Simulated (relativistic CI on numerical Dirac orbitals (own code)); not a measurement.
Computed by Dirac-Coulomb-Breit CI, orbitals from a KLI potential per configuration, a model potential for QED, unscaled Slater integrals (own radial code, finite nucleus).

The strongest absorption lines from the ground level of an ion, among the configurations computed and to levels below about 2900 eV (vacuum wavelength in Å, gf): 4.3842 (1.7), 4.3994 (3.1), 4.4004 (5), 4.4081 (1.5), 4.4224 (1.8), 4.6649 (0.5), 4.7186 (0.89), 22.508 (0.72).

**Question.** Which ion is it?
A. Hf XLVI
B. Fr LXI
C. Pb LVI
D. Pb LVIII

**Answer.** C. Pb LVI has 27 electrons and the ground level 3s²3p⁶3d⁹ ²D5/2; the strongest line goes to 3s²3p⁶3d⁸4f ²F°7/2. The pattern of lines fixes the number of electrons, and along that sequence the line energies rise steadily with the charge (about as its square where n changes within one kind of shell, about linearly where n is kept but much faster in heavy ions where fine structure, which grows about as Z⁴, sets the gap, and irregularly where shells cross), which fixes Z. Configurations outside the model, such as inner-shell arrays, can give stronger lines. At this charge energies of transitions that change n are usually good to better than 1 %, and those within a shell (Δn = 0) to a few per cent.

LS names give the leading component of a level, which can be under half, so a name can repeat, a term be missing and a line seem to break the LS rules.
